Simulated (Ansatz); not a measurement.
Consider the cleavage of the Si–Sn bond: `C[CH2][SnH2][SiH3]` + `[OH][SnH2][Cl]` → `[SiH3][O][SnH2][Cl]` + `C[CH2][SnH3]`.

Computed with Ansatz on PBE0-D4/def2-TZVP structures; ΔE is electronic, products minus reactants. CBS: MP2 limit from def2 TZ/QZ plus the TZ coupled-cluster correction, frozen cores. Functionals use def2-TZVPP. def2 core potentials past Kr. For Sn outer-core shells are correlated without core-valence functions, which leaves a few kJ/mol of doubt a bond. One conformer a species, not always the lowest.

**Question.** Is it downhill or uphill in electronic energy at CCSD(T)/CBS, and by how much? (Estimate.)

**Answer.** Computed: Downhill: ΔE = -0.74 eV.

**Question.** What do these levels give: PBE-D4, PBE0-D4, ωB97X-V, B2PLYP, HF/def2-TZVPP, HF/def2-QZVPP? (Estimate.)

**Answer.** The calculation gave: PBE-D4 -0.52, PBE0-D4 -0.61, ωB97X-V -0.77, B2PLYP -0.80, HF/def2-TZVPP -1.05, HF/def2-QZVPP -1.08 eV.

Largest T1 diagnostic among the species: 0.013.

From PBE to PBE0 (25 % exact exchange), in def2-TZVPP and without D4, ΔE moves by −0.09 eV. In def2-TZVPP, CCSD(T) changes the Hartree–Fock value by +0.26 eV (the triples alone add +0.03 eV) and MP2 by +0.25 eV.
